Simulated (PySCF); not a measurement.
## Ionisation energy of Ge⁺ by level of theory

Ge⁺ [Ar] 3d10 4s2 4p1 (2P) → Ge²⁺ [Ar] 3d10 4s2 (1S), as a difference of total energies. Calculation: PySCF 2.14, in aug-cc-pVQZ-PP with one added diffuse shell each of s, p, d, f, g type with ECP10MDF (8s7p6d4f3g, 114 functions); a scalar-relativistic core potential. Correlated levels: valence: 3s2 3p6 3d10 frozen. The calculations carry no spin-orbit coupling.

Q: Order these methods by the ionisation energy they give, lowest first.
A. MP2 (valence)
B. r2SCAN
C. PBE0
D. UHF

A: D (15.255 eV), A (15.521 eV), C (15.750 eV), B (15.941 eV).

Errors of the correlated levels include the incompleteness of this basis and the frozen core.

For comparison: 15.789 eV (measured; NIST levels, between the centres of gravity of the two terms).
